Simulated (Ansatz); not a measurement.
Born–Oppenheimer molecular dynamics of Cl$_{3}$F$_{2}$H$_{3}$OW (10 atoms, charge 0, multiplicity 1). It starts at the highest image of a converged band. Of that band: Beside the main top the profile has a ripple of under 15 meV (maxima at images 1, 3), which may be a very shallow well or noise. A structure lower than the last end lies on the path between it and the top, so the climb from that side starts below the end, which may itself be a saddle point or a shallow side well. A vibrational analysis at the climbing image gives one clearly imaginary mode, 1328i cm⁻¹: a first-order saddle point.

These are results of Ansatz, RHF/def2-SVP, not measurements.

| Property | Result |
| --- | --- |
| ensemble | NVE (velocity Verlet) |
| time step | 0.5 fs |
| steps asked | 200 |
| starting velocities drawn for | 300 K |
| seed | 4698 |

First frame:

```xyz
10
Properties=species:S:1:pos:R:3
W -0.028 0.263 0.096
O 0.233 -0.221 2.059
H 0.575 -1.013 2.450
Cl 2.235 -0.320 -0.057
Cl 0.108 1.964 -1.469
F -1.694 0.955 0.501
Cl -1.054 -1.805 -0.072
H 0.214 -0.382 -1.375
F 0.735 1.780 1.423
H 0.645 0.931 2.127
```

Problem. How far do the bonds stretch over the last three quarters of this one trajectory? (Pairs bonded in most of those frames.)

Solution. 
```
  bond  mean (Å)  spread (Å)  shortest  longest
 W1–O2     2.679       0.195      2.23     2.86
W1–Cl4     2.325       0.053      2.23     2.39
W1–Cl5     2.327       0.032      2.28     2.37
 W1–F6     1.851       0.020      1.83     1.89
W1–Cl7     2.363       0.010      2.33     2.38
 W1–H8     1.627       0.025      1.59     1.67
 W1–F9     1.872       0.084      1.76     2.01
 O2–H3     0.955       0.035      0.90     1.01
O2–H10     0.951       0.026      0.91     1.00
```

Mean temperature of the second half: 693 K. The conserved energy stayed within 0.26 meV per atom of its start (net change -0.063 meV per atom), so the integration is sound. The kinetic energy rose, since the run started high on the potential surface and went downhill. It ends in pieces (Cl3F2HW + H2O), so much of that is their flight and rotation, not heat. A run of 0.1 ps of so small a system gives no equilibrium averages. The orbitals stay closed-shell, which can raise the energy where a bond breaks towards radicals; this wasn't checked here.

Run time: 6.8 min on 4 threads of Arm Neoverse V2, on a shared host, peak memory 0.45 GiB.
